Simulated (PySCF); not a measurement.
A PySCF script (with the pyscf-properties extension) for the NMR shieldings of SMILES C([P@](CC)(=O)P)SC, C4H12OP2S, on a GFN2-xTB geometry:

```python
import basis_set_exchange as bse
import numpy as np
from pyscf import gto, dft
from pyscf.prop import nmr

atoms = """
C    -1.898717   -1.293825   -0.114965
C    -1.199871   -0.331031   -1.055333
P    -0.159795    0.962178   -0.240775
O     0.666491    1.698358   -1.210961
P    -1.366738    2.349890    0.950200
C     0.839762    0.066886    1.033910
S     1.666347   -1.372859    0.302388
C     2.962053   -0.534262   -0.644155
H    -1.171617   -1.915079    0.402852
H    -2.493475   -0.760773    0.626296
H    -2.562753   -1.946227   -0.678648
H    -0.516607   -0.859243   -1.725272
H    -1.913054    0.218498   -1.677728
H    -1.823368    2.938867   -0.222202
H    -2.461359    1.500711    1.041774
H     0.204639   -0.300493    1.838518
H     1.589174    0.749565    1.439234
H     3.663913   -0.072471    0.045180
H     2.508865    0.209453   -1.290768
H     3.460962   -1.297466   -1.232279
"""
names = dict.fromkeys(["C", "P", "O", "S", "H"], "pcSseg-1")
basis = {el: gto.basis.parse(bse.get_basis(n, elements=[el], fmt="nwchem")) for el, n in names.items()}
mol = gto.M(atom=atoms, basis=basis, charge=0, verbose=0)
mf = dft.RKS(mol, xc="PBE0")
mf.grids.level = 2
mf.grids.alignment = dft.numint.BLKSIZE   # the property module wants whole blocks of grid points
mf.conv_tol = 1e-9
mf.kernel()

calc = nmr.RKS(mf)   # GIAO
C = mf.mo_coeff
Co = C[:, mf.mo_occ > 0]
resp = mf.gen_response(singlet=True, hermi=2)
def vind(x):   # induced exchange potential for any number of trial vectors
    d = np.einsum("pi,xij,qj->xpq", C, 2 * x.reshape(-1, C.shape[1], Co.shape[1]), Co, optimize=True)
    return np.einsum("xpq,pi,qj->xij", resp(d - d.transpose(0, 2, 1)), C, Co, optimize=True).ravel()
mo1, _ = nmr.rhf.solve_mo1(calc, with_cphf=vind)
sigma = calc.kernel(mo1)
for i, s in enumerate(sigma):   # ppm
    w = np.linalg.eigvalsh((s + s.T) / 2)
    print("%2d %-2s iso %8.1f  s11 %8.1f  s22 %8.1f  s33 %8.1f" % (i, mol.atom_pure_symbol(i), w.mean(), *w))
```

Problem. What are the results?

Solution. 
```
 0 C  iso    178.1  s11    172.5  s22    174.4  s33    187.3
 1 C  iso    152.9  s11    131.9  s22    148.8  s33    178.1
 2 P  iso    283.9  s11    203.2  s22    213.2  s33    435.3
 3 O  iso    200.6  s11     53.7  s22    252.8  s33    295.4
 4 P  iso    553.2  s11    452.5  s22    562.6  s33    644.7
 5 C  iso    148.1  s11    134.7  s22    143.4  s33    166.1
 6 S  iso    570.8  s11    440.7  s22    485.5  s33    786.3
 7 C  iso    165.4  s11    147.3  s22    163.3  s33    185.5
 8 H  iso     30.8  s11     24.9  s22     31.9  s33     35.5
 9 H  iso     31.2  s11     26.5  s22     30.8  s33     36.5
10 H  iso     30.4  s11     25.4  s22     27.0  s33     38.9
11 H  iso     28.6  s11     25.3  s22     28.1  s33     32.5
12 H  iso     29.9  s11     26.4  s22     28.4  s33     34.9
13 H  iso     29.5  s11     24.9  s22     26.9  s33     36.8
14 H  iso     29.2  s11     23.5  s22     29.2  s33     35.0
15 H  iso     29.8  s11     25.9  s22     28.9  s33     34.4
16 H  iso     29.0  s11     23.6  s22     28.9  s33     34.6
17 H  iso     29.4  s11     24.4  s22     26.8  s33     37.1
18 H  iso     28.0  s11     19.9  s22     30.3  s33     33.9
19 H  iso     30.0  s11     24.9  s22     26.5  s33     38.7
```

These numbers come from an equivalent density-fitted implementation of the same equations, which agrees with the script to about 0.01 ppm for H and up to a few tenths of a ppm for heavy atoms, so last digits may differ.

Problem. Turn these shieldings into chemical shifts. Chemical shifts δ = σref − σ; ¹³C (σref 186.93), ¹H (σref 31.72) against TMS; ³¹P (σref 318.38) against H3PO4; H2O for ¹⁷O (σref 336.08); ³³S (σref 503.73) against CS2, all at this level.

Solution. Averaging equivalent atoms: C 5: 38.8; C 1: 34.0; C 7: 21.6; C 0: 8.9; P 2: 34.5; P 4: -234.9; O 3: 135.4; S 6: -67; H 11: 3.09; H 16: 2.68; H 17/18/19: 2.55; H 13/14: 2.34; H 15: 1.96; H 12: 1.80; H 8/9/10: 0.89 ppm. Experimental scales use liquid or dissolved standards, which lie at an offset from isolated H2O (liquid H2O: subtract about 36 ppm) and H3PO4.

Size and cost of the density-fitted run: 217 basis functions, of the order of 2.5 core-minutes.
